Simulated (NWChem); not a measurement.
System: CH₄BeO; SMILES [CH3][Be][OH]

```xyz
7

Be     0.0050    -0.1290    -0.0005
C      0.0030     1.5466    -0.0001
H      0.9819     1.9651     0.2917
H     -0.7408     1.9575     0.7047
H     -0.2370     1.9615    -0.9944
O      0.0381    -1.5311     0.0000
H     -0.3468    -2.3992     0.0002
```
Atoms are numbered in this order, from 1.

Program: NWChem. Pople sets run with spherical d functions. Coordinates come from a PBE0/def2-SVP optimisation. B3LYP is NWChem's, with the RPA form of VWN correlation. Ions are spin-unrestricted doublets at the neutral geometry; other ion states weren't tried.

Problem. Estimate the computed values for B3LYP/6-31+G*. Quantities: vertical ionisation energy, ΔSCF (eV); −ε(HOMO) (eV).

Solution. 
* **vertical ionisation energy, ΔSCF (eV)**: 11.06
* **−ε(HOMO) (eV)**: 8.14
